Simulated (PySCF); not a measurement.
A mixed set of molecules.

All values: wB97X-D/def2-SVPD (PySCF) at PBE0-D3(BJ)/def2-SVP geometries, gas phase, one conformer each. Core orbitals are frozen in the response; Δα² is half the sum of the squared differences of the principal polarisabilities. The calculation is non-relativistic, for germanium and arsenic too.

Task: Rank by mean static polarisability, lowest first.
A. `CC(=O)[SiH2][AsH2]`
B. `[NH2][GeH2][NH2]`
C. `C[NH][GeH2][SH]`
D. `F[CH2][GeH2][GeH2][SiH3]`
E. `C[SiH](C)P1C=C1F`

Result: B (7.27 Å³), C (11.03 Å³), A (13.38 Å³), E (14.69 Å³), D (16.38 Å³).

Task: Rank by dipole moment, highest first.
A. `[CH3:1][NH:2][GeH2:3][SH:4]` with C1–N2–Ge3–S4 56°, N2–Ge3–S4–H 70°
B. `[CH3:1][C:2](=[O:3])[SiH2:4][AsH2:5]` with C1–C2–Si4–As5 -178°, C2–Si4–As5–H 166° and 74°
C. `[CH3:1][SiH:2]([CH3:3])[P:4]1[CH:5]=[C:6]1[F:7]` with C1–Si2–P4–C5 -30°

Result: B (2.71 D), A (1.73 D), C (1.45 D).

Task: Rank by polarisability anisotropy Δα, highest first.
A. `[CH3:1][C:2](=[O:3])[SiH2:4][AsH2:5]` with C1–C2–Si4–As5 -178°, C2–Si4–As5–H 166° and 74°
B. `[NH2:1][GeH2:2][NH2:3]` with H–N1–Ge2–N3 -42° and 84°, N1–Ge2–N3–H 156° and -76°
C. `[F:1][CH2:2][GeH2:3][GeH2:4][SiH3:5]` with F1–C2–Ge3–Ge4 -42°, C2–Ge3–Ge4–Si5 -45°
D. `[CH3:1][NH:2][GeH2:3][SH:4]` with C1–N2–Ge3–S4 56°, N2–Ge3–S4–H 70°
E. `[CH3:1][SiH:2]([CH3:3])[P:4]1[CH:5]=[C:6]1[F:7]` with C1–Si2–P4–C5 -30°

Result: A (5.01 Å³), C (4.44 Å³), E (3.69 Å³), D (2.69 Å³), B (0.94 Å³).

All values together:

| SMILES | formula | μ (D) | HOMO (eV) | LUMO (eV) | α (Å³) | Δα (Å³) | electrons | α per electron (Å³) | ΔSCF removal energy (eV) |
| --- | --- | --- | --- | --- | --- | --- | --- | --- | --- |
| CC(=O)[SiH2][AsH2] | C2H7AsOSi | 2.71 | -8.91 | 0.51 | 13.38 | 5.01 | 74 | 0.181 | 9.09 |
| C[NH][GeH2][SH] | CH7GeNS | 1.73 | -8.70 | 1.65 | 11.03 | 2.69 | 68 | 0.162 | 8.91 |
| C[SiH](C)P1C=C1F | C4H8FPSi | 1.45 | -7.92 | 1.10 | 14.69 | 3.69 | 70 | 0.210 | 8.09 |
| [NH2][GeH2][NH2] | GeH6N2 | 1.57 | -9.18 | 1.94 | 7.27 | 0.94 | 52 | 0.140 | 9.58 |
| F[CH2][GeH2][GeH2][SiH3] | CH9FGe2Si | 1.43 | -9.50 | 1.34 | 16.38 | 4.44 | 102 | 0.161 | 9.61 |

Conformers: `[CH3:1][C:2](=[O:3])[SiH2:4][AsH2:5]` with C1–C2–Si4–As5 -178°, C2–Si4–As5–H 166° and 74°; `[CH3:1][NH:2][GeH2:3][SH:4]` with C1–N2–Ge3–S4 56°, N2–Ge3–S4–H 70°; `[CH3:1][SiH:2]([CH3:3])[P:4]1[CH:5]=[C:6]1[F:7]` with C1–Si2–P4–C5 -30°; `[NH2:1][GeH2:2][NH2:3]` with H–N1–Ge2–N3 -42° and 84°, N1–Ge2–N3–H 156° and -76°; `[F:1][CH2:2][GeH2:3][GeH2:4][SiH3:5]` with F1–C2–Ge3–Ge4 -42°, C2–Ge3–Ge4–Si5 -45°.

Task: By how much does the ΔSCF value exceed −ε(HOMO) over the species that have both?

Result: By 0.11 to 0.40 eV, 0.21 eV on average, over 5 species.
